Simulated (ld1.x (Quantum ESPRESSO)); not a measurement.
## u(r) = r·R(r): atom against pseudo-atom (B)

Columns: radius, all-electron u(r) and pseudo u(r) of the 2s shell (level -9.55 eV) of boron in the configuration [He] 2s1.5 2p1.5; BLYP, scalar-relativistic, PAW scheme, ld1.x (Quantum ESPRESSO) 7.5.

```json
{"r (bohr)": "0.210", "all-electron": "0.2997", "pseudo": "-0.1778"}
{"r (bohr)": "0.420", "all-electron": "0.0585", "pseudo": "-0.3429"}
{"r (bohr)": "0.630", "all-electron": "-0.2398", "pseudo": "-0.4848"}
{"r (bohr)": "0.840", "all-electron": "-0.4740", "pseudo": "-0.5966"}
{"r (bohr)": "1.050", "all-electron": "-0.6272", "pseudo": "-0.6753"}
{"r (bohr)": "1.260", "all-electron": "-0.7094", "pseudo": "-0.7216"}
{"r (bohr)": "1.470", "all-electron": "-0.7365", "pseudo": "-0.7375"}
{"r (bohr)": "1.680", "all-electron": "-0.7253", "pseudo": "-0.7253"}
{"r (bohr)": "1.890", "all-electron": "-0.6897", "pseudo": "-0.6897"}
{"r (bohr)": "2.100", "all-electron": "-0.6399", "pseudo": "-0.6399"}
{"r (bohr)": "2.310", "all-electron": "-0.5833", "pseudo": "-0.5833"}
{"r (bohr)": "2.520", "all-electron": "-0.5246", "pseudo": "-0.5246"}
{"r (bohr)": "2.730", "all-electron": "-0.4670", "pseudo": "-0.4670"}
{"r (bohr)": "2.940", "all-electron": "-0.4123", "pseudo": "-0.4123"}
{"r (bohr)": "3.150", "all-electron": "-0.3618", "pseudo": "-0.3618"}
{"r (bohr)": "3.360", "all-electron": "-0.3158", "pseudo": "-0.3158"}
{"r (bohr)": "3.570", "all-electron": "-0.2744", "pseudo": "-0.2744"}
{"r (bohr)": "3.780", "all-electron": "-0.2376", "pseudo": "-0.2376"}
{"r (bohr)": "3.990", "all-electron": "-0.2051", "pseudo": "-0.2051"}
{"r (bohr)": "4.200", "all-electron": "-0.1765", "pseudo": "-0.1765"}
{"r (bohr)": "4.410", "all-electron": "-0.1516", "pseudo": "-0.1516"}
{"r (bohr)": "4.620", "all-electron": "-0.1299", "pseudo": "-0.1299"}
{"r (bohr)": "4.830", "all-electron": "-0.1111", "pseudo": "-0.1111"}
{"r (bohr)": "5.040", "all-electron": "-0.0948", "pseudo": "-0.0948"}
{"r (bohr)": "5.250", "all-electron": "-0.0808", "pseudo": "-0.0808"}
{"r (bohr)": "5.460", "all-electron": "-0.0688", "pseudo": "-0.0688"}
```

Question: How many radial nodes do the two functions have?

Answer: The all-electron 2s function has n − l − 1 = 1; the pseudo-wave has 0, since the states of the same l below it are removed with the core.

Question: At about which radius was the pseudo-wave matched?

Answer: 1.65 bohr, where the columns begin to agree (steps of 0.21 bohr).

Question: Where does each function peak?

Answer: Outermost all-electron maximum near 1.47 bohr, pseudo maximum near 1.47 bohr (to the table’s step).

Question: Is the pseudo-wave norm-conserving?

Answer: No, it belongs to a PAW set: the norm inside the radius is not constrained, and the difference is carried by the augmentation charge.
